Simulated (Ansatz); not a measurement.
`Cl[SiH2][SiH](Cl)Cl` and `CC[SiH](Cl)Cl` differ in one atom or group.

Ansatz, PBE0-D4/def2-TZVP geometries, multiplicity 1. Each molecule was computed in one conformer, which needn't be the lowest.

```csv
property,`Cl[SiH2][SiH](Cl)Cl`
size of the dipole moment (ωB97M-V/def2-TZVPP) / D,1.00
HOMO–LUMO gap (PBE/def2-TZVPP) / eV,5.10
HOMO energy (B3LYP/def2-TZVPP) / eV,-8.04
size of the dipole moment (B3LYP/def2-TZVPP) / D,1.00
HOMO–LUMO gap (ωB97M-V/def2-TZVPP) / eV,11.03
HOMO–LUMO gap (B3LYP/def2-TZVPP) / eV,6.82
```

(1) Give the same properties after the change, and the shifts. (Estimate.)

## Answers

(1) Computed: 
```tsv
property	`CC[SiH](Cl)Cl`	shift
size of the dipole moment (ωB97M-V/def2-TZVPP) / D	2.09	1.09
HOMO–LUMO gap (PBE/def2-TZVPP) / eV	6.79	1.69
HOMO energy (B3LYP/def2-TZVPP) / eV	-8.36	-0.32
size of the dipole moment (B3LYP/def2-TZVPP) / D	2.11	1.11
HOMO–LUMO gap (ωB97M-V/def2-TZVPP) / eV	13.02	1.99
HOMO–LUMO gap (B3LYP/def2-TZVPP) / eV	8.60	1.78
```

With PBE0 the HOMO falls by 0.33 eV and the LUMO rises by 1.55 eV, so the gap widens by about 1.88 eV. PBE moves the HOMO by -0.22 eV and ωB97M-V by -0.51 eV. Dipoles are sizes alone; their direction can turn.

B3LYP here is the variant with VWN-RPA as its local correlation; programs differ in this.
